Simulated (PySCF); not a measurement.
**Os⁵¹⁺: ionisation energy**

Os⁵¹⁺ [Ar] 3d7 (4F) → Os⁵²⁺ [Ar] 3d6 (5D), as a difference of total energies. Calculation: PySCF 2.14, in an even-tempered Gaussian basis (16 s from 12 bohr⁻², ratio 2.5; 11 p from 15 bohr⁻², ratio 2.5; 7 d from 15 bohr⁻², ratio 2.5; 4 f from 62 bohr⁻², ratio 2.7; 3 g from 93 bohr⁻², ratio 2.7); the non-relativistic Hamiltonian (point nucleus). Correlated levels: outer shells: [Ne] frozen; virtual orbitals above 40 to 60 times the deepest correlated orbital energy dropped. The calculations carry no spin-orbit coupling.

| method | ionisation energy (eV) |
| --- | --- |
| UHF | 4788.0 |
| LDA | 4787.2 |
| PBE | 4788.4 |
| PBE0 | 4788.9 |
| r2SCAN | 4790.7 |
| r2SCAN0 | 4790.6 |
| TPSSh | 4788.5 |
| MP2 (outer shells) | 4789.0 |
| SCS-MP2 (outer shells) | 4789.3 |

Spin-orbit coupling is strong in these open shells (close to jj coupling). The scalar numbers leave it out and a first-order estimate fails, so it can dominate the gap to the real levels.

All relativistic terms are absent from these numbers, so their closeness to the reference says little about the methods.

For comparison: 4779 ± 4 eV (theoretical estimate listed by NIST; NIST Atomic Spectra Database, ionization energies).
